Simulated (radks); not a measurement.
Dipole-allowed excitations along the series with 2 electrons in [He]. Method: non-relativistic Kohn-Sham, exchange-only LDA, spin-polarised, spherical densities, point nucleus; computed with a radial shooting solver on a logarithmic mesh with Libxc functionals. Time-dependent linear response with the Hartree and adiabatic exchange-only LDA kernel, continuum included through the Sternheimer equations. Lines are the poles of the dipole polarisability below minus the highest occupied eigenvalue, found on a grid refined at the orbital gaps; the lowest seven at most are given, and weak or close lines can be missed. The first line takes the name of the lowest orbital gap if no other gap lies below it; otherwise a line is named after a gap within 0.6 % of it, if that gap stands alone.

species,-e(HOMO) (eV),lowest orbital gap (eV),first line (eV),f,static alpha (bohr^3)
Be2+,128.64,1s-2p 112.36,112.58 (1s-2p),0.373,0.05730
B3+,226.79,1s-2p 191.47,191.96 (1s-2p),0.476,0.02108
C4+,352.15,1s-2p 290.93,291.72 (1s-2p),0.542,0.009492
N5+,504.73,1s-2p 410.77,411.87 (1s-2p),0.588,0.004886
